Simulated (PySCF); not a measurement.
CH2F, multiplicity 2. Atoms are numbered in the order given.

```xyz
4

C     -0.6488     0.0558     0.0000
F      0.6808    -0.0097     0.0000
H     -1.1171    -0.1239     0.9584
H     -1.1171    -0.1239    -0.9584
```
Charge 0, spin multiplicity 2.

The structure is a stationary point at PBE0-D3(BJ)/def2-TZVPD. The isomer is the one that the SMILES or the coordinates give; other isomers of the formula were not compared.

These are PBE0-D3(BJ)/def2-TZVPD in PySCF values and carry that method's errors.

No scaling factor is applied to the harmonic values.

| mode | ν (cm⁻¹) | IR (km/mol) | moving atoms (share of kinetic energy) |
|---|---|---|---|
| 1 | 504 | 52.6 | H 76 %, C 23 % |
| 2 | 1172 | 7.5 | H 80 %, C 15 % |
| 3 | 1213 | 129.0 | C 48 %, F 42 %, H 10 % |
| 4 | 1464 | 5.2 | H 87 %, C 13 % |
| 5 | 3150 | 12.5 | H 97 % |
| 6 | 3307 | 5.8 | H 88 %, C 12 % |
